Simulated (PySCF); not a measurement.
## Calcium: a sound run and one with changed settings

Sound run: Ca [Ar] 4s2, Ca⁺ [Ar] 4s1. Computed with PySCF 2.14 in aug-cc-pVDZ-X2C, with the spin-free X2C one-electron Hamiltonian (Gaussian nucleus). In the sound run the correlated levels freeze [Ar]. The sound run starts from symmetry-adapted Hartree-Fock orbitals and uses a fine grid where one is needed.

Changed run: basis STO-3G, all-electron and non-relativistic. This setting is unsound on purpose.

```tsv
species	method	sound run (hartree)	changed run (hartree)	converged
Ca	UHF	-679.62922	-669.98887	yes
Ca	TPSS	-680.46433	-670.72692	yes
Ca	r2SCAN	-680.40006	-670.68991	yes
Ca	MP2	-679.64677	-670.00456	yes
Ca	CCSD(T)	-679.65715	-670.01744	yes
Ca⁺	UHF	-679.44009	-669.84136	yes
Ca⁺	TPSS	-680.24289	-670.53748	yes
Ca⁺	r2SCAN	-680.18503	-670.50833	yes
```

Ionisation energy of Ca:

| method | sound run (eV) | changed run (eV) |
| --- | --- | --- |
| UHF | 5.147 | 4.014 |
| TPSS | 6.026 | 5.155 |
| r2SCAN | 5.851 | 4.941 |
| MP2 | 5.624 | 4.441 |
| SCS-MP2 | 5.720 | 4.526 |
| CCSD | 5.907 | 4.791 |
| CCSD(T) | 5.907 | 4.791 |
| CCSDT | 5.907 | 4.791 |
| FCI | 5.907 | 4.791 |

A minimal basis cannot let orbitals breathe on ionisation and holds almost no correlation. The Hamiltonian changed with the basis, so the totals do not compare.

For comparison, NIST gives 6.113 eV between the lowest levels.
